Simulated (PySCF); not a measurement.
Level of theory: TPSSh-D3(BJ)/def2-TZVP // CAM-B3LYP-D3(BJ)/def2-TZVP in PySCF. Gas-phase values, no solvent. One relaxed conformer stands for a flexible species; it need not be the lowest. Excitations are Tamm–Dancoff values on a coarser integration grid. The basis has no diffuse functions, so Rydberg states are missing or too high.

Reference species (SMILES): `C(=NB)=C` (neutral, multiplicity 1).

- S1–T1 gap (TDA): 1.26 eV
- brightest of the four lowest singlets (TDA): 5.54 eV
- HOMO–LUMO gap: 4.85 eV

Changed species: `C=CB=N`.

**Question.** Predict the effect on the S1–T1 gap (TDA), brightest of the four lowest singlets (TDA) and HOMO–LUMO gap.

**Answer.** the S1–T1 gap (TDA) increases by 0.27 eV, to 1.53 eV; the brightest of the four lowest singlets (TDA) rises by 0.36 eV, to 5.90 eV; the HOMO–LUMO gap increases by 0.76 eV, to 5.61 eV.
